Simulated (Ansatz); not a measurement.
Geometry optimisation, RKS PBE0/def2-SVP (Ansatz 0.2.0).

Input:

```yaml
crystal:
  periodic: [false, false, false]
  atoms:
    - { symbol: Sn, position_ang: [-1.138457, -0.240218, 0.483227] }
    - { symbol: H, position_ang: [1.671631, 0.102488, 1.267039] }
    - { symbol: H, position_ang: [1.77156, 0.14793, 0.555232] }
    - { symbol: C, position_ang: [-1.039747, 1.670018, -0.619942] }
    - { symbol: H, position_ang: [-1.963776, 1.744805, -1.221071] }
    - { symbol: H, position_ang: [-1.014881, 2.53027, 0.064972] }
    - { symbol: H, position_ang: [-0.181218, 1.709293, -1.306288] }
    - { symbol: H, position_ang: [-0.44061, -1.159087, -0.873469] }
basis:
  gaussian: { orbitals: def2-SVP }
hamiltonian:
  xc: pbe0
relax:
  f_tol: 0.03
  max_steps: 50
```

Launched with:

```bash
$ ansatz run input.yaml --threads 1 --pin off --max-ram 2048MiB --backend cpu --events-out ev --progress --plain --runs-dir out
```

Question: Where does it end, and by what steps?

Answer: It converged. After 7 steps the energy has fallen by 0.089 eV; H3 moved furthest, 0.35 Å.

| step | energy less start (eV) | largest force component (eV/Å) | accepted |
| --- | --- | --- | --- |
| 0 | 0.0000 | 1.756 | yes |
| 1 | -0.0738 | 0.211 | yes |
| 2 | -0.0640 | 0.414 | no |
| 3 | -0.0861 | 0.057 | yes |
| 4 | -0.0879 | 0.092 | yes |
| 5 | -0.0885 | 0.042 | yes |
| 6 | -0.0889 | 0.031 | yes |
| 7 | -0.0892 | 0.019 | yes |

```xyz
8
Properties=species:S:1:pos:R:3
Sn -0.930 -0.190 0.595
H 1.414 0.147 1.129
H 1.512 0.012 0.373
C -0.976 1.683 -0.579
H -1.871 1.629 -1.224
H -1.081 2.565 0.069
H -0.103 1.807 -1.237
H -0.301 -1.147 -0.775
```

Run time: 24 s on 1 thread of Arm Neoverse V1 (shared host), peak memory 0.13 GiB.
